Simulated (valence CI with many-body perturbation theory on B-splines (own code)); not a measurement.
Results of a calculation; reference values are marked as such.
# From CI to CI+MBPT in Ir XXXVI

Level of theory: valence CI with perturbative core correlation (CI+MBPT): six valence electrons over a frozen Dirac-Fock core [Kr], radial functions for each j: 7 s, 7 p, 8 d, 6 f, 4 g, 1 h, with the one-electron correlation potential Σ1 (screened to all orders), the two-electron term Σ2, the three-electron term Σ3, Breit, model QED; selected single and double excitations, second order for the rest, scaled by the run's own slope (own B-spline code, finite nucleus).

The last digits are not significant, and no measured levels were compared; by estimate large intervals hold to a few tenths of a per cent, small ones and those within an open d or f shell to about a per cent. Core correlation moves these levels by up to 8800 cm⁻¹, and in measured spectra 5 to 20 % of such shifts remained as error; rates that hang on mixing are uncertain with them. Among the levels kept, up to 730 cm⁻¹ of a level comes from second order outside the variational space, and about a tenth of that is noise between levels of different J, which matters for small intervals. Only levels of the ground parity were solved; by the run's estimate the other parity begins above the list, which can be wrong where configurations are misplaced.

Each rung adds one term. CI alone is the Dirac-Coulomb CI over the frozen core; QED comes last and gives the full result, which names the levels. Energies are above (4d3/2^4 4d5/2^2) J=4 on the same rung, in cm⁻¹.

Levels are named by their leading jj configuration (3d3/2^4 stands for four electrons in 3d with j = 3/2), which in mixed levels can hold well under half, so a name can repeat and another be missing. Letters in brackets count levels of one name in rising energy.

```tsv
Level	CI alone
(4d3/2^4 4d5/2^2) J=2	23643
(4d3/2^4 4d5/2^2) J=0	75204
(4d3/2^3 4d5/2^3) J=3 [a]	147152
(4d3/2^3 4d5/2^3) J=4 [a]	157179
(4d3/2^3 4d5/2^3) J=1 [a]	161844
(4d3/2^3 4d5/2^3) J=5	187474
(4d3/2^3 4d5/2^3) J=6	191197
(4d3/2^3 4d5/2^3) J=2 [a]	205451
(4d3/2^3 4d5/2^3) J=3 [b]	210244
(4d3/2^3 4d5/2^3) J=0	240551
(4d3/2^3 4d5/2^3) J=1 [b]	250438
(4d3/2^3 4d5/2^3) J=2 [b]	250984
(4d3/2^3 4d5/2^3) J=4 [b]	254655
(4d3/2^3 4d5/2^3) J=3 [c]	262543
(4d3/2^2 4d5/2^4) J=2 [a]	318146
(4d3/2^2 4d5/2^4) J=0 [a]	327308
```

Question: What do these energies become with core correlation, Breit and QED?

Answer: (4d3/2^4 4d5/2^2) J=2 22874 (-769); (4d3/2^4 4d5/2^2) J=0 76711 (+1507); (4d3/2^3 4d5/2^3) J=3 [a] 147936 (+783); (4d3/2^3 4d5/2^3) J=4 [a] 155809 (-1370); (4d3/2^3 4d5/2^3) J=1 [a] 163080 (+1236); (4d3/2^3 4d5/2^3) J=5 182384 (-5090); (4d3/2^3 4d5/2^3) J=6 184646 (-6552); (4d3/2^3 4d5/2^3) J=2 [a] 201187 (-4264); (4d3/2^3 4d5/2^3) J=3 [b] 206165 (-4078); (4d3/2^3 4d5/2^3) J=0 233380 (-7171); (4d3/2^3 4d5/2^3) J=1 [b] 245460 (-4978); (4d3/2^3 4d5/2^3) J=2 [b] 246914 (-4070); (4d3/2^3 4d5/2^3) J=4 [b] 248677 (-5978); (4d3/2^3 4d5/2^3) J=3 [c] 255590 (-6953); (4d3/2^2 4d5/2^4) J=2 [a] 318370 (+225); (4d3/2^2 4d5/2^4) J=0 [a] 328954 (+1647).

Question: How does the ionisation energy move along the ladder, and which term matters most?

Answer: CI alone 1543.3, + Σ1 1545.9, + Σ2 1549.9, + Σ3 1550.1, + Breit 1549.6, + QED 1549.6 eV. The largest step is Σ2, 4.0 eV. NIST lists 1548 ± 5 eV (theoretical).
